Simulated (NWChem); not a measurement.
All runs are NWChem calculations. System: C2HCl2, charge 0, spin multiplicity 2, at a geometry optimised with UPBE0/def2-SVP. The structure started from a generated list of species. Its SCF solution wasn't tested for a lower state. Level: UPBE0/def2-TZVP.

The NWChem input:

```
start mol
memory heap 200 mb stack 900 mb global 1100 mb
geometry units angstroms nocenter noautoz
  Cl    -2.170819    -0.060886     0.000000
  C     -0.540177     0.273895     0.000000
  C      0.552613    -0.466378     0.000000
  Cl     2.135137     0.220741     0.000000
  H      0.531980    -1.562639     0.000000
  symmetry group Cs
end
basis spherical
  * library def2-tzvp
end
dft
  xc pbe0
  odft
  mult 2
  semidirect memsize 60000000 filesize 0
  iterations 100
end
task dft energy
```

Part of the output:

```
             Northwest Computational Chemistry Package (NWChem) 7.3.0
             --------------------------------------------------------

                                NWChem Input Module
                                -------------------

 Scaling coordinates for geometry "geometry" by  1.889725989
 (inverse scale =  0.529177249)

 Turning off AUTOSYM since
 SYMMETRY directive was detected!

                             Geometry "geometry" -> ""
                             -------------------------

 Output coordinates in angstroms (scale by  1.889725989 to convert to a.u.)

  No.       Tag          Charge          X              Y              Z
 ---- ---------------- ---------- -------------- -------------- --------------
    1 Cl                  17.0000    -2.17081900    -0.06088600     0.00000000
    2 C                    6.0000    -0.54017700     0.27389500     0.00000000
    3 C                    6.0000     0.55261300    -0.46637800     0.00000000
    4 Cl                  17.0000     2.13513700     0.22074100     0.00000000
    5 H                    1.0000     0.53198000    -1.56263900     0.00000000

 Effective nuclear repulsion energy (a.u.)     164.4086253932

            Nuclear Dipole moment (a.u.)
            ----------------------------
        X                 Y               Z
 ---------------- ---------------- ----------------
     0.0000037795    -0.0000037795     0.0000000000

      Symmetry information
      --------------------

 Group name             Cs
 Group number              2
 Group order               2
 No. of unique centers     5

      Symmetry unique atoms

     1    2    3    4    5


 Summary of "ao basis" -> "" (spherical)
 ------------------------------------------------------------------------------
       Tag                 Description            Shells   Functions and Types
 ---------------- ------------------------------  ------  ---------------------
 *                         def2-tzvp                  on all atoms

                                 NWChem DFT Module
                                 -----------------

 Summary of "ao basis" -> "ao basis" (spherical)
 ------------------------------------------------------------------------------
       Tag                 Description            Shells   Functions and Types
 ---------------- ------------------------------  ------  ---------------------
 Cl                        def2-tzvp                13       37   5s5p2d1f
 C                         def2-tzvp                11       31   5s3p2d1f
 H                         def2-tzvp                 4        6   3s1p

 Summary of "ao basis" -> "ao basis" (spherical)
 ------------------------------------------------------------------------------
       Tag                 Description            Shells   Functions and Types
 ---------------- ------------------------------  ------  ---------------------
 Cl                        def2-tzvp                13       37   5s5p2d1f
 C                         def2-tzvp                11       31   5s3p2d1f
 H                         def2-tzvp                 4        6   3s1p

      Symmetry analysis of basis
      --------------------------

        a'         97
        a"         45

            General Information
            -------------------
          SCF calculation type: DFT
          Wavefunction type:  spin polarized.
          No. of atoms     :     5
          No. of electrons :    47
           Alpha electrons :    24
            Beta electrons :    23
          Charge           :     0
          Spin multiplicity:     2
          Use of symmetry is: on ; symmetry adaption is: on
          Maximum number of iterations: 100
          AO basis - number of functions:   142
                     number of shells:    52
          Convergence on energy requested:  1.00D-06
          Convergence on density requested:  1.00D-05
          Convergence on gradient requested:  5.00D-04

              XC Information
              --------------
                         PBE0 Method XC Functional
                     Hartree-Fock (Exact) Exchange  0.250
          PerdewBurkeErnzerhof Exchange Functional  0.750
            Perdew 1991 LDA Correlation Functional  1.000 local
           PerdewBurkeErnz. Correlation Functional  1.000 non-local

             Grid Information
             ----------------
          Grid used for XC integration:  medium
          Radial quadrature: Mura-Knowles
          Angular quadrature: Lebedev.
          Tag              B.-S. Rad. Rad. Pts. Rad. Cut. Ang. Pts.
          ---              ---------- --------- --------- ---------
          Cl                  1.00       88          11.0       590
          C                   0.70       49           9.0       434
          H                   0.35       45           9.0       434
          Grid pruning is: on
          Number of quadrature shells:   319
          Spatial weights used:  Erf1

          Convergence Information
          -----------------------
          Convergence aids based upon iterative change in
          total energy or number of iterations.
          Levelshifting, if invoked, occurs when the
          HOMO/LUMO gap drops below (HL_TOL):  1.00D-02
          DIIS, if invoked, will attempt to extrapolate
          using up to (NFOCK): 10 stored Fock matrices.

                    Damping( 0%)  Levelshifting(0.5)       DIIS
                  --------------- ------------------- ---------------
          dE  on:    start            ASAP                start
          dE off:    2 iters        100 iters           100 iters
[...]
    20     -0.266526  1 Cl pz               119      0.253326  4 Cl pz
   116      0.108207  4 Cl pz                17     -0.105491  1 Cl pz

 Vector   26  Occ=0.000000D+00  E= 6.273886D-03  Symmetry=a'
              MO Center= -1.6D-01,  2.2D-02,  2.0D-15, r^2= 5.5D+00
   Bfn.  Coefficient  Atom+Function         Bfn.  Coefficient  Atom+Function
  ----- ------------  ---------------      ----- ------------  ---------------
    42      0.733847  2 C  s                 41      0.693137  2 C  s
    72     -0.685029  3 C  s                 18     -0.612981  1 Cl px
     5     -0.594939  1 Cl s                 73     -0.529254  3 C  s
   117     -0.502389  4 Cl px               104      0.484530  4 Cl s
    15     -0.297937  1 Cl px               114     -0.256611  4 Cl px

 Vector   27  Occ=0.000000D+00  E= 5.402220D-02  Symmetry=a'
              MO Center=  2.4D-01, -1.1D+00, -2.1D-15, r^2= 5.0D+00
   Bfn.  Coefficient  Atom+Function         Bfn.  Coefficient  Atom+Function
  ----- ------------  ---------------      ----- ------------  ---------------
   139      2.311323  5 H  s                 81      1.263036  3 C  py
    73     -0.728962  3 C  s                 42     -0.630249  2 C  s
    72     -0.590559  3 C  s                 49     -0.416707  2 C  px
    41     -0.349041  2 C  s                118     -0.320955  4 Cl py
    18      0.305541  1 Cl px                46      0.298645  2 C  px

                     DFT Final Beta Molecular Orbital Analysis
                     -----------------------------------------

 Vector   21  Occ=1.000000D+00  E=-3.784272D-01  Symmetry=a"
              MO Center=  4.4D-01,  4.4D-02, -3.0D-14, r^2= 4.9D+00
   Bfn.  Coefficient  Atom+Function         Bfn.  Coefficient  Atom+Function
  ----- ------------  ---------------      ----- ------------  ---------------
   116      0.401891  4 Cl pz                17     -0.332563  1 Cl pz
   119      0.230856  4 Cl pz                20     -0.197288  1 Cl pz
   113      0.185756  4 Cl pz                14     -0.154721  1 Cl pz
   107     -0.152861  4 Cl pz                76      0.129632  3 C  pz
     8      0.125951  1 Cl pz                79      0.121683  3 C  pz

 Vector   22  Occ=1.000000D+00  E=-3.373690D-01  Symmetry=a'
              MO Center=  2.0D+00,  1.3D-01, -6.5D-16, r^2= 1.6D+00
   Bfn.  Coefficient  Atom+Function         Bfn.  Coefficient  Atom+Function
  ----- ------------  ---------------      ----- ------------  ---------------
   115      0.497973  4 Cl py               118      0.323211  4 Cl py
   112      0.235213  4 Cl py               114     -0.199356  4 Cl px
   106     -0.189875  4 Cl py               117     -0.131788  4 Cl px
   138      0.097584  5 H  s                111     -0.093097  4 Cl px
   109     -0.089001  4 Cl py                75     -0.085608  3 C  py

 Vector   23  Occ=1.000000D+00  E=-2.699213D-01  Symmetry=a"
              MO Center=  3.1D-01, -3.2D-02,  6.5D-16, r^2= 3.6D+00
   Bfn.  Coefficient  Atom+Function         Bfn.  Coefficient  Atom+Function
  ----- ------------  ---------------      ----- ------------  ---------------
   116      0.313858  4 Cl pz                76     -0.255378  3 C  pz
   119      0.255531  4 Cl pz                17      0.242339  1 Cl pz
    79     -0.240027  3 C  pz                45     -0.219043  2 C  pz
    48     -0.199360  2 C  pz                20      0.191419  1 Cl pz
   113      0.153994  4 Cl pz                82     -0.149276  3 C  pz

 Vector   24  Occ=0.000000D+00  E=-1.090587D-01  Symmetry=a'
              MO Center= -6.0D-01,  3.6D-01, -2.7D-15, r^2= 2.5D+00
   Bfn.  Coefficient  Atom+Function         Bfn.  Coefficient  Atom+Function
  ----- ------------  ---------------      ----- ------------  ---------------
    44      0.334321  2 C  py                42      0.299548  2 C  s
    50      0.294441  2 C  py                47      0.281392  2 C  py
   139      0.280560  5 H  s                 19     -0.276148  1 Cl py
    41      0.241840  2 C  s                 16     -0.212466  1 Cl py
     5     -0.167826  1 Cl s                104     -0.153006  4 Cl s

 Vector   25  Occ=0.000000D+00  E=-7.508672D-03  Symmetry=a"
              MO Center= -1.5D-01, -6.2D-02, -1.8D-14, r^2= 2.9D+00
   Bfn.  Coefficient  Atom+Function         Bfn.  Coefficient  Atom+Function
  ----- ------------  ---------------      ----- ------------  ---------------
    51      0.615490  2 C  pz                82     -0.589114  3 C  pz
    45      0.326605  2 C  pz                48      0.311444  2 C  pz
    20     -0.293287  1 Cl pz                76     -0.284554  3 C  pz
    79     -0.274452  3 C  pz               119      0.232166  4 Cl pz
    17     -0.118173  1 Cl pz               116      0.089999  4 Cl pz

 Vector   26  Occ=0.000000D+00  E= 1.511638D-02  Symmetry=a'
              MO Center=  1.3D-01,  1.0D-02, -1.7D-15, r^2= 5.6D+00
   Bfn.  Coefficient  Atom+Function         Bfn.  Coefficient  Atom+Function
  ----- ------------  ---------------      ----- ------------  ---------------
    42      0.800946  2 C  s                 72     -0.799584  3 C  s
    41      0.678054  2 C  s                 73     -0.671075  3 C  s
     5     -0.612884  1 Cl s                 18     -0.589322  1 Cl px
   117     -0.537107  4 Cl px               104      0.507374  4 Cl s
    15     -0.274950  1 Cl px               114     -0.265568  4 Cl px

   alpha - beta orbital overlaps
   -----------------------------

   alpha      1      2      3      4      5      6      7      8      9     10
    beta      1      2      4      3      5      6      7      9      8     10
 overlap   1.000  1.000  0.805  0.805  1.000  1.000  0.974  0.974  1.000  1.000

   alpha     11     12     13     14     15     16     17     18     19     20
    beta     11     12     13     14     15     16     17     18     19     20
 overlap   1.000  1.000  0.997  0.998  0.996  0.985  0.999  0.969  0.995  0.966

   alpha     21     22     23     24     25     26     27     28     29     30
    beta     21     22     24     23     25     26     27     28     29     30
 overlap   0.997  0.997  0.956  0.994  0.993  0.989  0.991  0.996  0.989  0.994

   alpha     31     32     33     34     35     36     37     38     39     40
    beta     31     32     34     33     35     36     37     38     39     41
 overlap   0.995  0.959  0.851  0.907  0.994  0.993  0.968  0.961  0.996  0.958

   alpha     41     42     43     44     45     46     47     48     49     50
    beta     40     43     42     44     45     46     47     49     48     50
 overlap   0.998  0.988  0.986  0.985  0.994  0.995  0.995  0.991  0.996  0.998

   alpha     51     52     53     54     55     56     57     58     59     60
    beta     51     52     53     54     55     56     57     58     59     60
 overlap   0.993  0.999  0.976  0.974  0.940  0.994  0.942  0.996  0.979  0.895

   alpha     61     62     63     64     65     66     67     68     69     70
    beta     61     62     63     64     65     66     67     68     70     69
 overlap   0.885  0.998  0.993  0.999  0.991  0.999  0.996  0.972  0.978  0.996

   alpha     71     72     73     74     75     76     77     78     79     80
    beta     71     72     73     74     75     76     77     78     79     80
 overlap   0.992  0.998  0.998  0.998  0.998  0.997  0.999  0.999  0.992  0.993

   alpha     81     82     83     84     85     86     87     88     89     90
    beta     81     82     83     84     85     86     87     88     89     90
 overlap   0.999  0.999  0.998  0.997  0.999  0.998  0.993  0.999  0.958  0.963

   alpha     91     92     93     94     95     96     97     98     99    100
    beta     91     92     94     93     95     96     97     99     98    100
 overlap   0.998  0.999  0.987  0.999  0.983  0.999  0.977  0.972  0.999  0.996

   alpha    101    102    103    104    105    106    107    108    109    110
    beta    101    102    103    104    105    106    107    108    109    110
 overlap   0.999  0.999  0.999  0.998  0.998  0.999  0.994  0.995  0.994  0.980

   alpha    111    112    113    114    115    116    117    118    119    120
    beta    111    112    113    115    114    116    117    118    119    120
 overlap   0.986  0.981  0.996  0.761  0.787  0.977  0.972  0.971  0.994  0.997

   alpha    121    122    123    124    125    126    127    128    129    130
    beta    121    122    123    124    125    126    127    128    129    130
 overlap   0.998  0.999  0.998  0.997  1.000  0.996  0.995  0.999  1.000  1.000

   alpha    131    132    133    134    135    136    137    138    139    140
    beta    131    132    133    135    134    136    137    138    139    140
 overlap   0.999  0.999  1.000  0.999  1.000  0.999  1.000  1.000  1.000  1.000

   alpha    141    142
    beta    141    142
 overlap   1.000  1.000

     --------------------------
     Expectation value of S2:
     --------------------------
      <S2> =      0.7670 (Exact =     0.7500)

 center of mass
 --------------
 x =  -0.01119327 y =   0.03394070 z =   0.00000000

 moments of inertia (a.u.)
 ------------------
          27.762128782152         -55.020571439829           0.000000000000
         -55.020571439829        1184.355741704355           0.000000000000
           0.000000000000           0.000000000000        1212.117870486507

     Multipole analysis of the density
     ---------------------------------

     L   x y z        total         alpha         beta         nuclear
     -   - - -        -----         -----         ----         -------
     0   0 0 0     -0.000000    -24.000000    -23.000000     47.000000

     1   1 0 0     -0.318471      0.617277     -0.935751      0.000004
     1   0 1 0     -0.411168     -0.669798      0.258634     -0.000004
     1   0 0 1     -0.000000     -0.000000     -0.000000      0.000000

     2   2 0 0    -26.550104   -304.055017   -299.141782    576.646695
     2   1 1 0     -0.013362    -12.170938    -12.818014     24.975589
     2   1 0 1      0.000000      0.000000      0.000000      0.000000
     2   0 2 0    -25.929061    -23.615604    -20.484371     18.170914
     2   0 1 1     -0.000000     -0.000000     -0.000000      0.000000
     2   0 0 2    -27.820530    -14.233489    -13.587040      0.000000

 Task  times  cpu:        9.0s     wall:        9.0s

 Total times  cpu:        9.0s     wall:        9.0s
```
